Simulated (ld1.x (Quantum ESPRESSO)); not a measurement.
**Ranking TM potentials for S**

All share these settings but for the change named:

S (Z = 16), norm-conserving Troullier–Martins (Kleinman–Bylander form), made with ld1.x (Quantum ESPRESSO) 7.5 (BLYP, fully relativistic). Core [Ne], reference 3s2 3p4. Waves: 3s (bound): rc 1.30 bohr; 3d channel at 0.5 Ry: rc 1.20 bohr; 3p (bound): rc 1.55 bohr. Local part: the p channel. Core correction: a·sin(br)/r model core, default radius (core density twice the valence density).

Open shells are filled in proportion to 2j + 1 (rel_dist='average').

Cutoff: the first of the cutoffs (Ry, on a coarse ladder) from which the occupation-weighted sum of valence levels, in a spherical-Bessel basis at the reference potential, stays within 10 and 1 mRy of its value at 400 Ry; the density cutoff is not measured.

The base gives 40 Ry.

Of 8 variants that were run, those that failed, showed a ghost or another fault, or gave nearly equal values are left out.

A variant can come out equal or close to the base.

Problem. Rank these variants from softest to hardest (loose cutoff).
A. wave 3d channel at 0.5 Ry: rc 1.20 bohr becomes 3d channel at -0.09 Ry: rc 1.20 bohr
B. all radii but the core radius scaled by about 1.35 (s 1.76, p 2.10, d 1.62 bohr)
C. wave 3s (bound): rc 1.30 bohr becomes 3s (bound): rc 1.72 bohr

Solution. B (21 Ry), C (30 Ry), A (40 Ry).
